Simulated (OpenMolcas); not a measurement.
**3s2 3p2 along the 14-electron sequence**

- Program: OpenMolcas
- Method: MS-RASPT2, IPEA 0.25 Eh, imaginary shift 0.1 Eh
- Basis: ANO-RCC-VTZP
- Scalar Hamiltonian: DKH2, point nucleus
- Spin-orbit coupling: state interaction with AMFI integrals over the reference wave functions, term energies averaged over their components

Active space for each ion: 4 electrons in 9 orbitals (RAS2 3s 3p; RAS3 3d, at most 2 electrons); closed shells correlated by CASPT2: 2s 2p.

Computed levels in cm-1 above 3P0:

```
                               Level     P+    S2+   Cl3+   Ar4+
                                 3P1    145    264    444    683
                                 3P2    417    747   1229   1845
                                 1D2   9230  11720  14190  16720
                                 1S0  22150  27850  33300  38720
weight of 3P in the lowest level (%)    100    100    100    100
```

Measured, with the error of the calculation in %. Measured levels: P+ from NIST Handbook of Basic Atomic Spectroscopic Data; S2+ from NIST levels in Podobedova, Kelleher and Wiese, J. Phys. Chem. Ref. Data 38, 171 (2009); Cl3+ from Moore, Atomic Energy Levels, vol. I, NSRDS-NBS 35 (1971 reprint of NBS Circular 467, 1949); Ar4+ from Saloman, J. Phys. Chem. Ref. Data 39, 033101 (2010).

| Level | P+ | S2+ | Cl3+ | Ar4+ |
| --- | --- | --- | --- | --- |
| 3P1 | 165 (-12.2) | 299 (-11.5) | 491 (-9.5) | 763 (-10.5) |
| 3P2 | 469 (-11.2) | 833 (-10.3) | 1341 (-8.4) | 2029 (-9.0) |
| 1D2 | 8882 (+3.9) | 11323 (+3.5) | 13766 (+3.1) | 16299 (+2.6) |
| 1S0 | 21576 (+2.7) | 27161 (+2.5) | 32550 (+2.3) | 37912 (+2.1) |

The fine-structure level 3P2 changes by a factor of 4.42 from P+ to Ar4+. Its fourth root runs 4.52, 5.23, 5.92, 6.55, with steps per unit of Z of 0.71, 0.69, 0.63; equal steps would mean a (Z - σ)^4 law with constant σ.

1D2 changes by a factor of 1.81 over the same range, with steps per unit of Z of +2490, +2470, +2530 cm-1.

CASPT2 breaks the degeneracy within a term, and the mean is taken; among the terms shown or strongly mixed into the levels shown the widest spread is 23 cm-1 (3s2 3p2 1D, P+). The run also gave levels led by 3s 3p2 3d, 3s2 3p 3d, which use shells meant for correlation; these and all levels above them are left out (holds for P+; S2+). Active for correlation alone: 3d; no level in the range computed is led by a configuration that fills it, so any true level of that kind is missing (holds for Cl3+; Ar4+). Computed and measured levels are paired by configuration, term and J; levels that our copy of the source lacks, or whose pairing is in doubt (as where it misses far off the trend of its configuration), stay unpaired and out of the deviations. Levels of configurations outside the active space are missing.
